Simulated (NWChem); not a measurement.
System meant: C$_{2}$H$_{3}$F$_{2}$NSi; SMILES N#CC(F)(F)[SiH3]

The following NWChem deck was run.

```
start job
memory heap 200 mb stack 900 mb global 1100 mb
geometry units angstroms noautoz
  N     -0.997128    -2.360928     0.000000
  C     -0.349579    -1.398513     0.000000
  C      0.373364    -0.110454     0.000000
  F      1.183993    -0.071077    -1.108950
  F      1.183993    -0.071077     1.108950
  Si    -0.781269     1.446776     0.000000
  H     -1.613912     1.399114    -1.223679
  H      0.122201     2.619372     0.000000
  H     -1.613912     1.399114     1.223679
end
basis spherical
  N library def2-svp
  C library def2-svp
  F library def2-svp
  Si library def2-svp
  H library def2-svp
end
dft
  xc xpbe96 cpbe96
  iterations 4
  mulliken
end
task dft energy
```

End of the output:

```
    Atom       Charge   Shell Charges
 -----------   ------   -------------------------------------------------------
    1 N    7     7.03   1.98  0.87  0.59  2.07  1.48  0.05
    2 C    6     6.06   1.97  0.66  0.31  1.88  1.15  0.10
    3 C    6     6.01   1.96  0.64  0.34  1.77  1.05  0.25
    4 F    9     9.06   1.98  1.03  0.75  3.18  2.11  0.01
    5 F    9     9.06   1.98  1.03  0.75  3.18  2.11  0.01
    6 Si  14    13.58   2.00  1.93  0.69  0.35  5.81  1.35  1.20  0.24
    7 H    1     1.07   0.63  0.41  0.03
    8 H    1     1.06   0.63  0.41  0.03
    9 H    1     1.07   0.63  0.41  0.03

 center of mass
 --------------
 x =   0.09627174 y =  -0.09884296 z =   0.00000000

 moments of inertia (a.u.)
 ------------------
         787.206203579976          -0.000000000000           0.000000000000
          -0.000000000000         507.235402128965           0.000000000000
           0.000000000000           0.000000000000         939.152536434761

     Multipole analysis of the density
     ---------------------------------

     L   x y z        total         alpha         beta         nuclear
     -   - - -        -----         -----         ----         -------
     0   0 0 0     -0.000000    -27.000000    -27.000000     54.000000

     1   1 0 0     -0.091566     -0.045783     -0.045783      0.000000
     1   0 1 0      1.180016      0.590008      0.590008      0.000000
     1   0 0 1      0.000000      0.000000      0.000000      0.000000

     2   2 0 0    -31.875113   -100.776401   -100.776401    169.677690
     2   1 1 0     -3.256473      2.346152      2.346152     -7.948776
     2   1 0 1      0.000000      0.000000      0.000000      0.000000
     2   0 2 0    -33.688485   -179.301921   -179.301921    324.915358
     2   0 1 1     -0.000000     -0.000000     -0.000000      0.000000
     2   0 0 2    -31.122278    -60.432709    -60.432709     89.743140

 ------------------------------------------------------------------------
 dft energy failed                                                                                  0
 ------------------------------------------------------------------------
 ------------------------------------------------------------------------
  current input line :
    26: task dft energy
 ------------------------------------------------------------------------
 ------------------------------------------------------------------------
 This type of error is most commonly associated with calculations not reaching convergence criteria
 ------------------------------------------------------------------------
 For more information see the NWChem manual at https://nwchemgit.github.io

0:dft energy failed:Received an Error in Communication
```

### Question
Can this run be used? If not, why, and what is the fix?

### Answer
The run did not converge; its last values are not results. Cause: the SCF was allowed too few iterations. This input runs:
```
start job
memory heap 200 mb stack 900 mb global 1100 mb
geometry units angstroms noautoz
  N     -0.997128    -2.360928     0.000000
  C     -0.349579    -1.398513     0.000000
  C      0.373364    -0.110454     0.000000
  F      1.183993    -0.071077    -1.108950
  F      1.183993    -0.071077     1.108950
  Si    -0.781269     1.446776     0.000000
  H     -1.613912     1.399114    -1.223679
  H      0.122201     2.619372     0.000000
  H     -1.613912     1.399114     1.223679
end
basis spherical
  * library def2-svp
end
dft
  xc xpbe96 cpbe96
  iterations 150
  mulliken
end
task dft energy
```
It converges to -621.05279 Ha (PBE/def2-SVP).
